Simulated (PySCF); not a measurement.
## Electronic structure of Ta (tantalum, neutral) at the UHF level

Configuration: [Xe] 4f14 5d3 6s1 6p1, one real determinant (an excited configuration). Calculation: PySCF 2.14, in aug-cc-pwCVDZ-PP with ECP60MDF; a scalar-relativistic core potential.

- Total energy: -56.700117 hartree
- One-electron energy: -94.5598 hartree
- Hartree (Coulomb) energy: 44.0327 hartree
- Exchange energy: -6.1730 hartree
- ⟨S²⟩: 8.7549
- ⟨L²⟩: 14.006
- Sum of ⟨r⟩: 24.53 bohr
- Sum of ⟨r²⟩: 66.87 bohr²
- Traceless quadrupole moment −½Σ⟨3z² − r²⟩ along its main axis: -10.4 e·bohr²

| shell | electrons | mean orbital energy (hartree) | spread (hartree) | rms radius, mean of both spins (bohr) |
| --- | --- | --- | --- | --- |
| 5s α | 1 | -3.26076 | 0 | 1.19 |
| 5s β | 1 | -3.15069 | 0 | 1.19 |
| 5p α | 3 | -1.87608 | 0.00335 | 1.40 |
| 5p β | 3 | -1.71305 | 0.01352 | 1.40 |
| 5d α | 3 | -0.37520 | 0.00683 | 2.34 |
| 6s α | 1 | -0.35823 | 0 | 3.58 |
| 6p α | 1 | -0.17769 | 0 | 4.80 |

⟨L²⟩ = 14.01 against 20 for a pure G term, so this real determinant mixes terms. Energies and moments cover only the electrons outside the core potential. Spin-orbit coupling, absent here, splits the open shell strongly.
